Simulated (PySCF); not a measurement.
## Gas-phase XPS of Si(NH2)Cl3, computed

Si(NH2)Cl3.
Geometry (PBE0-D3(BJ)/def2-SVP, Å), atoms numbered from 1 in this order:
```
atom  x, y, z in Å
Si1    0.0149   -0.0067   -0.5750
N2     0.0635    0.0878    1.1143
H3     0.7398   -0.4475    1.6458
H4    -0.7512    0.3537    1.6544
Cl5    1.9390   -0.0388   -1.2665
Cl6   -0.9943    1.6193   -1.2982
Cl7   -0.9199   -1.6698   -1.3434
```

Computed, not measured: PySCF 2.14.0, delta-SCF UKS SCAN, pcX-2 on the ionised atom, pcseg-1 elsewhere, spin-free X2C. Binding energies are ΔSCF values: E(core-ionised, relaxed orbitals) − E(ground state) at a fixed geometry, referred to the vacuum level.

**Question.** List the computed XPS lines with their assignment.

**Answer.** 
```tsv
atom(s)	bonded to	level	binding energy (eV)	2p1/2 (eV)	count
Cl5/Cl6/Cl7	Si	Cl 1s	2829.14	–	3
Si1	3 Cl and N	Si 1s	1849.82	–	1
N2	2 H and Si	N 1s	405.78	–	1
Cl5/Cl6/Cl7	Si	Cl 2p3/2	206.54	208.19	3
Si1	3 Cl and N	Si 2p3/2	109.59	110.22	1
```

**Question.** Which effective nuclear charge Zeff reproduces each element's mean 1s value in the hydrogen-like formula E = 13.606 eV × Zeff²?

**Answer.** N (Z = 7): mean 405.8 eV, Zeff = 5.46, Z − Zeff = 1.54; Si (Z = 14): mean 1849.8 eV, Zeff = 11.66, Z − Zeff = 2.34; Cl (Z = 17): mean 2829.1 eV, Zeff = 14.42, Z − Zeff = 2.58. Means run over the listed sites, weighted by atom count.

One atom of each set of topologically equivalent atoms was ionised and stands for the set; in this conformer not all members are related by symmetry, and their own values weren't computed. For 2p shells one spin-free hole was relaxed; a mean-field spin–orbit operator and the ground-state splitting of the three 2p orbitals were then diagonalised within the shell. The shell's mean is (2 × 2p3/2 + 2p1/2)/3, and the degeneracies 2j + 1 give areas of 2:1. 2p1/2 minus 2p3/2 (ligand field included): Si 0.63 eV, Cl 1.65 eV. Isolated species at its PBE0-D3(BJ)/def2-SVP geometry, gas phase.
